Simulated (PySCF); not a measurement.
2-(4-methylthiophen-2-yl)furan (C9H8OS), SMILES Cc1csc(-c2ccco2)c1.

Geometry optimised at PBE-D3(BJ)/def2-SVP. Other conformers were not sampled.

Computed with M06-2X/def2-SVP (PySCF).

Symmetry labels are those of the subgroup Cs that the program uses (full group Cs).

**Question.** List the valence orbital energies around the gap with their symmetry. (Estimate from the structure and the level; the computed values follow.)

**Answer.** 
```tsv
orbital	symmetry	energy (eV)
HOMO−7	A"	-11.83
HOMO−6	A'	-11.75
HOMO−5	A'	-11.63
HOMO−4	A'	-10.74
HOMO−3	A"	-9.47
HOMO−2	A"	-8.92
HOMO−1	A"	-8.06
HOMO	A"	-6.70
LUMO	A"	-0.28
LUMO+1	A"	1.86
LUMO+2	A'	2.29
LUMO+3	A"	2.31
```
